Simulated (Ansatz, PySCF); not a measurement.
Pulling on the Ge1–H3 bond in FGeH3 (SMILES [F][GeH3]) (multiplicity 1 held, fragments rigid). Energies count from the point at 1.534 Å.
Geometry at that point (charge 0, multiplicity 1):
```xyz
5

Ge    -0.30049     0.12261    -0.05790
F      1.29809    -0.52968     0.25011
H     -0.94244    -0.79835    -1.10390
H     -0.08538     1.54898    -0.58097
H     -1.03937     0.09288     1.28657
```

Restricted levels (R-, RO-) in cc, def2 and unpolarised 6-31G sets keep to the state of the molecule at rest. U- levels take the lowest unrestricted solution at each point, which mixes spins at long bonds. Active spaces are followed from a long bond inwards. Curves can end on different states.

Frozen-core correlation. Filled d and f shells under p-block atoms count as core. Rows in LANL2DZ carry no dispersion term and start afresh at each structure. LANL2DZ brings its own core potentials from Na on.

Programs: Ansatz (a program for electronic structure); PySCF for LANL2DZ rows. Each number belongs to the level named beside it.

### Question
One of these levels gives 156.57 kcal/mol for the energy at R = 4.910 Å. Which?
(A) R-wB97X-V/cc-pVTZ
(B) CASSCF(2,2)/cc-pVTZ
(C) U-B3LYP/LANL2DZ

### Answer
A, R-wB97X-V/cc-pVTZ. The others give 87.54 (U-B3LYP/LANL2DZ), 80.51 (CASSCF(2,2)/cc-pVTZ)

Doubts at one or more of the structures used: a spin-contaminated determinant (U-B3LYP/LANL2DZ); a restricted determinant that unrestricted orbitals would lower (R-wB97X-V/cc-pVTZ).
